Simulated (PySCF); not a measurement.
Basis-set dependence of excited states

CH8AlAs.
Structure used (PBE0-D3(BJ)/def2-SVP), in Å, numbered top down from 1:
```xyz
11
CH8AlAs angstrom
C     -1.8231    0.3282    0.1784
Al    -0.4866   -0.9857   -0.4395
As     1.7541    0.3121    0.0918
H     -2.8370   -0.0961    0.0712
H     -1.8085    1.2634   -0.4050
H     -1.7044    0.5887    1.2434
H     -0.1866   -1.1340   -2.0092
H     -0.1264   -2.2399    0.4956
H      2.0486    0.7730    1.5016
H      3.0607   -0.4083   -0.1442
H      2.1147    1.6013   -0.6100
```

TDDFT with PBE0 (PySCF), vertical singlets, core orbitals frozen in the response, spherical d and f functions. Isolated species at its PBE0-D3(BJ)/def2-SVP geometry, gas phase. Relativistic effects, spin–orbit coupling among them, are left out although an element past zinc is present.

**Question.** How do the low singlets change with the basis? Take 6-31G*, def2-SVP, def2-SVPD, aug-cc-pVDZ, def2-TZVP and def2-TZVPD.

**Answer.** 

| basis | functions | diffuse | S1 (eV) | S2 (eV) | S3 (eV) | S4 (eV) | S5 (eV) | LUMO (eV) | α (au) |
| --- | --- | --- | --- | --- | --- | --- | --- | --- | --- |
| 6-31G* | 80 | no | 6.23 | 6.32 | 6.46 | 6.51 | 6.70 | -0.01 | 65.4 |
| def2-SVP | 104 | no | 6.26 | 6.26 | 6.41 | 6.50 | 6.57 | -0.16 | 69.4 |
| def2-SVPD | 146 | yes | 6.09 | 6.11 | 6.22 | 6.28 | 6.31 | -0.37 | 81.0 |
| aug-cc-pVDZ | 158 | yes | 5.89 | 5.95 | 6.09 | 6.16 | 6.26 | -0.72 | 82.5 |
| def2-TZVP | 164 | no | 6.14 | 6.17 | 6.30 | 6.33 | 6.44 | -0.30 | 76.8 |
| def2-TZVPD | 206 | yes | 6.00 | 6.06 | 6.11 | 6.22 | 6.23 | -0.49 | 82.0 |

States are compared by their number. Against the largest diffuse basis here (def2-TZVPD, itself not a converged limit), sets without diffuse functions differ by up to 0.25 eV in S1 and 0.47 eV in S5; the smaller diffuse sets differ by up to 0.12 and 0.08 eV. State by state, the largest deviation of a set without diffuse functions is S1 0.25, S2 0.27, S3 0.35, S4 0.30, S5 0.47 eV. The same number needn't mean the same state in each row. Against def2-TZVPD the polarisability deviates by -20% in 6-31G*, -15% in def2-SVP, -1% in def2-SVPD, +1% in aug-cc-pVDZ, -6% in def2-TZVP.
